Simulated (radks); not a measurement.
Charge is removed step by step from the 3p3/2 level of K+, starting from [Ne] 3s2 3p(1/2: 2, 3/2: 4). All-electron calculation, Dirac Kohn-Sham, BLYP, spin-unpolarised, spherical densities, finite nucleus; Fermi nuclear charge, rms radius 3.4349 fm. Program: a radial shooting solver on a logarithmic mesh with Libxc functionals.

removed (e)  E - E(0) (eV)  eigenvalue (eV)  E minus straight line (eV)
0                    0.000          -24.649                       0.000
0.1                  2.533          -26.016                      -0.635
0.2                  5.204          -27.398                      -1.133
0.3                  8.013          -28.795                      -1.492
0.4                 10.963          -30.205                      -1.711
0.5                 14.055          -31.629                      -1.788
0.6                 17.289          -33.066                      -1.722
0.7                 20.668          -34.517                      -1.511
0.8                 24.193          -35.980                      -1.155
0.9                 27.865          -37.457                      -0.652
1                   31.685          -38.946                       0.000

Removing the whole electron costs 31.685 eV by Delta-SCF, against 24.649 eV from minus the eigenvalue at the starting occupation. Slater's transition state (half an electron removed) gives 31.629 eV. Integrating minus the eigenvalue over the occupation (Janak's theorem) gives 31.685 eV. The mean slope of the eigenvalue, de/dn, is 14.3 eV per electron. Ionisation energy of K+ in the NIST Atomic Spectra Database: 31.625 eV (measured).

Beside tabulated values, note that spin-unpolarised runs miss the spin-polarisation part of the exchange energy of open shells.
